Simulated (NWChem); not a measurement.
Everything below was run with NWChem. System: H4PSi, charge -1, spin multiplicity 1, at the geometry of a parent with another charge or spin, in a state set for the comparison that need not be this species' ground state. Level: MP2/def2-TZVPD, 10 core orbitals frozen.

The NWChem input:

```
start mol
memory heap 200 mb stack 900 mb global 1100 mb
charge -1
geometry units angstroms nocenter noautoz
  Si    -0.414670     1.074888     0.000000
  P      0.427674    -1.036914     0.000000
  H      0.098396     1.787225     1.215307
  H      0.098396     1.787225    -1.215307
  H     -0.403265    -1.534583     1.050196
  H     -0.403265    -1.534583    -1.050196
  symmetry group Cs
end
basis spherical
  * library def2-tzvpd
end
scf
  rhf
  nopen 0
  maxiter 100
  thresh 1e-7
  semidirect memsize 60000000 filesize 0
end
mp2
  freeze core 10
end
task mp2 energy
```

NWChem printed:

```
             Northwest Computational Chemistry Package (NWChem) 7.3.0
             --------------------------------------------------------

                                NWChem Input Module
                                -------------------

 Scaling coordinates for geometry "geometry" by  1.889725989
 (inverse scale =  0.529177249)

 Turning off AUTOSYM since
 SYMMETRY directive was detected!

                             Geometry "geometry" -> ""
                             -------------------------

 Output coordinates in angstroms (scale by  1.889725989 to convert to a.u.)

  No.       Tag          Charge          X              Y              Z
 ---- ---------------- ---------- -------------- -------------- --------------
    1 Si                  14.0000    -0.41467000     1.07488800     0.00000000
    2 P                   15.0000     0.42767400    -1.03691400     0.00000000
    3 H                    1.0000     0.09839600     1.78722500     1.21530700
    4 H                    1.0000     0.09839600     1.78722500    -1.21530700
    5 H                    1.0000    -0.40326500    -1.53458300     1.05019600
    6 H                    1.0000    -0.40326500    -1.53458300    -1.05019600

 Effective nuclear repulsion energy (a.u.)      81.3196649161

            Nuclear Dipole moment (a.u.)
            ----------------------------
        X                 Y               Z
 ---------------- ---------------- ----------------
    -0.0000151178     0.0000113384     0.0000000000

      Symmetry information
      --------------------

 Group name             Cs
 Group number              2
 Group order               2
 No. of unique centers     4

      Symmetry unique atoms

     1    2    3    5


 Summary of "ao basis" -> "" (spherical)
 ------------------------------------------------------------------------------
       Tag                 Description            Shells   Functions and Types
 ---------------- ------------------------------  ------  ---------------------
 *                         def2-tzvpd                 on all atoms

 Summary of "ao basis" -> "ao basis" (spherical)
[...]
     1   1 0 0      0.659126      0.000000     -0.000015
     1   0 1 0     -1.119457      0.000000      0.000011
     1   0 0 1     -0.000000      0.000000      0.000000

     2   2 0 0    -34.181985      0.000000     19.624789
     2   1 1 0      4.993974      0.000000    -40.362497
     2   1 0 1      0.000000      0.000000      0.000000
     2   0 2 0    -34.287141      0.000000    154.989458
     2   0 1 1     -0.000000      0.000000      0.000000
     2   0 0 2    -26.531700      0.000000     18.425854

                   NWChem MP2 Semi-direct Energy/Gradient Module
                   ---------------------------------------------

  Basis functions       =    122
  Molecular orbitals    =    122
  Frozen core           =     10
  Frozen virtuals       =      0
  Active alpha occupied =      7
  Active beta occupied  =      7
  Active alpha virtual  =    105
  Active beta virtual   =    105
  Use MO symmetry       = T
  Use skeleton AO sym   = T

  AO/Fock/Back tols     =   1.0D-09  1.0D-09  1.0D-09

 GA uses MA = F    GA memory limited = T

 Available:
  local mem=  1.26D+08
 global mem=  1.44D+08
 local disk=  0.00D+00
  mp2_memr nvloc                   105
  nvloc new                   105
   1 passes of   7:        5242880                      67098                  18563099.
   1 passes of   7: M    126151224           G      144149432           F     120908344.

 Semi-direct pass number   1 of   1  for RHF alpha+beta  at        4.6s
  vrange nnbf                  7418
  mp2_eaftype                    70  avail_ma_in_mb                  1099
 EAF : mp2_eaftype filesize          70    9281550.
  mp2_eaf for mointskh                     70
Node 0 wrote     43.6 Mb in      0.1 s     Agg I/O rate:   654.7 Mb/s
 Done moints_semi at        8.7s
  mp2_eaftype                    70  avail_ma_in_mb                  1029
 EAF : mp2_eaftype filesize          70    9281550.
  mp2_eaf for kh                    70
 Done maket at        8.8s
 Done multipass loop at        8.8s

          -------------------------------------------
          SCF energy                -631.978737647654
          Correlation energy          -0.288715575815
          Singlet pairs               -0.207277835384
          Triplet pairs               -0.081437740430
          Total MP2 energy          -632.267453223469
          -------------------------------------------

          ---------------------------------------------------
                    Spin Component Scaled (SCS) MP2
          Same spin pairs                     -0.054291826954
          Same spin scaling factor             0.333333333333
          Opposite spin pairs                 -0.234423748861
          Opposite spin scaling fact.          1.200000000000
          SCS-MP2 correlation energy          -0.299405774285
          Total SCS-MP2 energy              -632.278143421938
          ---------------------------------------------------

 -----------------------
 Performance information
 -----------------------

 Timer overhead =  1.05D-07 seconds/call

               Nr. of calls         CPU time (s)                 Wall time (s)                GFlops
             ---------------    -------------------     ------------------------------   -------------------
Name         Min   Avg   Max    Min     Avg     Max     Min     Avg     Max   Mx/calls   Min     Max     Sum
mp2: moin     1     1     1    4.1     4.1     4.1      4.1     4.1     4.1     4.1      0.0     0.0     0.0
mp2: make     1     1     1   0.15    0.15    0.15     0.15    0.15    0.15    0.15      0.0     0.0     0.0
mp2: tota     1     1     1    4.3     4.3     4.3      4.3     4.3     4.3     4.3      0.0     0.0     0.0

 The average no. of pstat calls per process was 3.00D+00
 with a timing overhead of 3.14D-07s

 Task  times  cpu:        8.8s     wall:        8.8s

 Total times  cpu:        8.8s     wall:        8.8s
```
